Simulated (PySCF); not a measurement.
Compound: MoO2(NH2)2 (singlet state).
Bonds: Mo1–O2, Mo1–O3, Mo1–N4, Mo1–N7. Hydrogens: H5, H6 on N4; H8, H9 on N7.

Computed, not measured: PBE0-D3(BJ)/def2-SVP geometry optimisation, gas phase, def2 core potentials past Kr (PySCF 2.14.0).

Question: What internal coordinates does the optimisation give?

Answer: 
```tsv
bond	length (Å)
Mo1–O2, Mo1–O3	1.681
Mo1–N4, Mo1–N7	1.930
N4–H5 and 3 like bonds	1.016
```

Bonds in one row agree within 0.01 Å and their mean is given. A selection of angles:
```tsv
angle	degrees
O2–Mo1–O3	114.6
O2–Mo1–N4	107.9
N4–Mo1–N7	111.4
Mo1–N4–H5	124.1
H5–N4–H6	111.6
```

Mo1 (molybdenum bonded to 2 N and 2 O) is distorted tetrahedral (angles from 107.5° to 114.6°). N4 (nitrogen bonded to Mo and 2 H) is planar (angles 124.2°, 124.1° and 111.6°, sum 359.9°, 0.02 Å off the plane of its three neighbours).

Point group: C2v (every atom within 0.08 Å of its image). No PBE0-D3(BJ)/def2-SVP frequencies stand behind this structure, so it isn't proved a minimum. Torsions: O2–Mo1–N4–H 150° and -26°, O2–Mo1–N7–H 26° and -150°.
